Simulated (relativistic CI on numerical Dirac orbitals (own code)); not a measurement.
**Sr20+: q coefficients and field-shift factors**

These numbers are calculated, not measured: Dirac-Coulomb-Breit CI, orbitals from a KLI potential per configuration, derivatives by finite differences, unscaled Slater integrals, QED left out (own radial code, finite nucleus).

Configurations in the expansion (outside the closed core [Ne]): 3s2.3p6, 3s2.3p5.3d, 3s.3p6.3d, 3p6.3d2, 3p5.3d3. Double excitations out of closed p, d and f shells are left out; levels of such configurations are missing from the list, as are those of other unlisted configurations, and high levels can miss mixing partners.

With x = (α/α₀)² − 1 an excitation energy changes as ω = ω₀ + qx; K = 2q/ω₀ is the relative enhancement. Terms are leading LS components, so labels can repeat. The field-shift factor is F = δν/δ⟨r²⟩ for the transition from the lowest level.

Lowest level 3s2.3p6 1S_0.

| Level | ω₀ (cm⁻¹) | q (cm⁻¹) | K | F (GHz/fm²) |
| --- | --- | --- | --- | --- |
| 3s2.3p5.3d 3P°_0 | 769709 | 8469 | 0.022 | 1.07 |
| 3s2.3p5.3d 3P°_1 | 784700 | 17690 | 0.0451 | 1.05 |
| 3s2.3p5.3d 3P°_2 | 815515 | 34450 | 0.0845 | 1.05 |
| 3s2.3p5.3d 3F°_3 | 822862 | 13750 | 0.0334 | 1.08 |
| 3s2.3p5.3d 3F°_4 | 823586 | 29530 | 0.0717 | 1.21 |
| 3s2.3p5.3d 3F°_2 | 845717 | 25920 | 0.0613 | 1.06 |
| 3s2.3p5.3d 3D°_3 | 883153 | 29630 | 0.0671 | 1.27 |
| 3s2.3p5.3d 3D°_1 | 920515 | 67020 | 0.146 | 0.701 |
| 3s2.3p5.3d 3F°_2 | 934339 | 115300 | 0.247 | 0.0944 |
| 3s2.3p5.3d 3D°_2 | 964687 | 133700 | 0.277 | 0.234 |
| 3s2.3p5.3d 1F°_3 | 975379 | 141300 | 0.29 | 0.151 |
| 3s2.3p5.3d 1P°_1 | 1166520 | 82480 | 0.141 | 0.801 |
| 3s.3p6.3d 3D_1 | 1585166 | 153400 | 0.194 | -115 |
| 3s.3p6.3d 3D_2 | 1592292 | 159200 | 0.2 | -115 |
| 3s.3p6.3d 3D_3 | 1606840 | 174900 | 0.218 | -115 |
| 3s.3p6.3d 1D_2 | 1673464 | 171600 | 0.205 | -116 |
| 3p6.3d2 3F_2 | 3218804 | 311100 | 0.193 | -230 |
| 3p6.3d2 3F_3 | 3234656 | 329000 | 0.203 | -230 |
| 3p6.3d2 3F_4 | 3250393 | 343000 | 0.211 | -230 |
| 3p6.3d2 3P_0 | 3278098 | 318800 | 0.195 | -230 |
| 3p6.3d2 1D_2 | 3278252 | 326300 | 0.199 | -230 |
| 3p6.3d2 3P_1 | 3285946 | 329700 | 0.201 | -230 |
| 3p6.3d2 3P_2 | 3303862 | 349700 | 0.212 | -230 |

At this charge energies of transitions that change n are usually good to better than 1 %, and those within a shell (Δn = 0) to a few per cent.
